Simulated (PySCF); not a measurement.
F2Re, SMILES [F][Re][F] (connectivity only; charge and spin as stated), neutral, multiplicity 6. Geometry optimised at PBE-D3(BJ)/def2-TZVP. The multiplicity is an assumed one; other spin states were not compared. The def2 effective core potentials stand for the cores of Re; spin–orbit coupling is left out.

Calculation: PySCF with PBE-D3(BJ)/def2-TZVP.

Harmonic wavenumbers (cm⁻¹): 110, 110, 606, 618. Rotational constants (GHz): 3.567 (linear); symmetry number 2.

### Question
Work out the zero-point energy and the ideal-gas rigid-rotor harmonic-oscillator thermochemistry at 298.15 K and 1 atm.

### Answer
ZPE = ½ Σ hcν = ½ × 1444 cm⁻¹ = 2.06 kcal/mol. H − E(el) = 5.23 kcal/mol. Entropy in cal/(mol K): translation 42.12, rotation 15.44, vibration 7.40, spin 3.56, total 68.53. G − E(el) = -15.20 kcal/mol. Cp = 12.85 cal/(mol K). Modes under 150 cm⁻¹ make the vibrational entropy uncertain.
